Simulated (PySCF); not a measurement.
Computed shifts of a molecule CH5Cl2NSi, HF/pcSseg-1 run with PySCF, GIAO, gas phase, atoms alike by connectivity averaged where their shifts nearly agree, in ppm (number of nuclei): ¹³C: 7.0 (1). ²⁹Si: 13.9 (1). ¹⁵N: 36.5 (1). ¹H: 1.86 (1), 1.54 (1), 0.92 (3). References: ¹³C against TMS (σ = 192.6 ppm); ²⁹Si against TMS (σ = 393.8 ppm); ¹⁵N against NH3 (σ = 267.3 ppm); ³⁵Cl against HCl (σ = 958.2 ppm); ¹H against TMS (σ = 31.99 ppm), references at their B3LYP-D3(BJ)/def2-TZVP geometries, non-relativistic (without spin–orbit terms, shifts of atoms bonded to Cl or Br come out too high). Geometry: TPSSh-D3(BJ)/def2-SVP. The values are those of a single conformer.

Q: Identify the compound among the candidates.
(A) CN[SiH](Cl)Cl
(B) NC[SiH](Cl)Cl
(C) C[Si](N)(Cl)Cl

A: C, C[Si](N)(Cl)Cl
